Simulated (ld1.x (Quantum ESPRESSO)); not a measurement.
# lead (Pb): excitation energies, all-electron against TM

lead (Pb), norm-conserving Troullier–Martins (Kleinman–Bylander form), made with ld1.x (Quantum ESPRESSO) 7.5 (revPBE, scalar-relativistic). Core [Xe] 4f14 5d10, reference 6s2 6p0 (charge +2). Waves: 6p (bound, empty): rc 1.95 bohr; 6s (bound): rc 1.80 bohr. Local part: the s channel. Core correction: none.

Energies are relative to the spin-unpolarised reference configuration 6s2 6p0; without spin polarisation the order of configurations can differ from experiment.

| valence configuration | charge | ΔE all-electron (eV) | error AE − PS (meV) |
| --- | --- | --- | --- |
| 6s2 6p2 | 0 | -19.813 | +287 |
| 6s1 6p0 | +3 | 32.266 | +87 |
| 6s1 6p2 | +1 | -3.789 | +304 |
| 6s0 6p4 | 0 | -2.005 | +859 |
| 6s2 6p1.5 | +0.5 | -17.361 | +199 |
| 6s1 6p3 | 0 | -11.082 | +512 |

(1) What are ΔE and the potential's error for 6s2 6p1?

Answers

(1) ΔE = -13.326 eV all-electron; the error (AE − PS) is +109 meV.
